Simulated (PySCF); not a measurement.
Compound: C₆H₅F₂O₂ (doublet state).
Geometry (GFN2-xTB, Å), atoms numbered from 1 in this order:
```
atom  x, y, z in Å
O1    -0.021    2.080    0.446
C2    -0.595    1.038    0.203
C3    -1.985    0.700    0.288
C4    -2.164   -0.660    0.022
C5    -0.973   -1.267   -0.272
C6     0.104   -0.245   -0.348
O7     1.269   -0.661    0.343
C8     2.349    0.148    0.195
F9     3.322   -0.332    0.975
F10    2.821    0.096   -1.082
H11   -2.759    1.415    0.497
H12   -3.114   -1.163    0.070
H13   -0.783   -2.316   -0.396
H14    0.349   -0.034   -1.403
H15    2.175    1.209    0.441
```

The hyperfine couplings belong to this conformer and change with its torsions.

As a line formula: `O=C1C=C[CH][C@@H]1OC(F)F` [radical].

Computed with UKS B3LYP, pcH-1 on C F H O, non-relativistic, mean-field spin-orbit, GIAO (PySCF). One conformer (not necessarily the lowest) at the GFN2-xTB geometry, without solvent, vibrations or thermal averaging. Couplings are sensitive to structure, and on GFN2-xTB geometries they can be far from those on DFT ones. Stability of the SCF solution: not tested. ⟨S²⟩ is 0.775 where a pure state has 0.75.

Problem. Where do the isotropic ENDOR lines of H13, H11, H14, H12 and H15 fall at 1214.5 mT, to first order?

Solution. ν± = |νn ± a/2|, one line for each electron-spin manifold; νn = |g_N| × 7.62259 MHz/T × B.

```json
{"nuclei": "H13", "isotope": "1H", "g_N": "5.5857", "νn (MHz)": "51.71", "a_iso (MHz)": "-38.26", "lower line (MHz)": "32.58", "upper line (MHz)": "70.84"}
{"nuclei": "H11", "isotope": "1H", "g_N": "5.5857", "νn (MHz)": "51.71", "a_iso (MHz)": "-35.50", "lower line (MHz)": "33.96", "upper line (MHz)": "69.46"}
{"nuclei": "H14", "isotope": "1H", "g_N": "5.5857", "νn (MHz)": "51.71", "a_iso (MHz)": "27.96", "lower line (MHz)": "37.73", "upper line (MHz)": "65.69"}
{"nuclei": "H12", "isotope": "1H", "g_N": "5.5857", "νn (MHz)": "51.71", "a_iso (MHz)": "10.10", "lower line (MHz)": "46.66", "upper line (MHz)": "56.76"}
{"nuclei": "H15", "isotope": "1H", "g_N": "5.5857", "νn (MHz)": "51.71", "a_iso (MHz)": "1.33", "lower line (MHz)": "51.05", "upper line (MHz)": "52.37"}
```

Problem. Which pairs are centred on the nuclear Larmor frequency, and which on half the coupling?

Solution. Centred on νn, since |a| < 2νn: H13, H11, H14, H12 and H15. No pair has |a| > 2νn.

Problem. At what field would the lower line of H11 fall to zero frequency?

Solution. Where νn = |a|/2, that is B = 17.75 MHz/(5.5857 × 7.62259 MHz/T) = 417 mT, as far as first order holds there.

The Mulliken spin populations are largest on C5 (+0.58), C3 (+0.55), C4 (-0.21) and O1 (+0.19). Three atoms exceed +0.15. The positive populations add up to 1.34 and the negative ones to -0.34, together 2S = 1. The angles at C5 add up to 360.0°, so it is planar.

The run took 84 s (grids of density and orbitals included) on Arm Neoverse V2, one thread, on a shared host, and the process peaked at 1.1 GiB of memory.
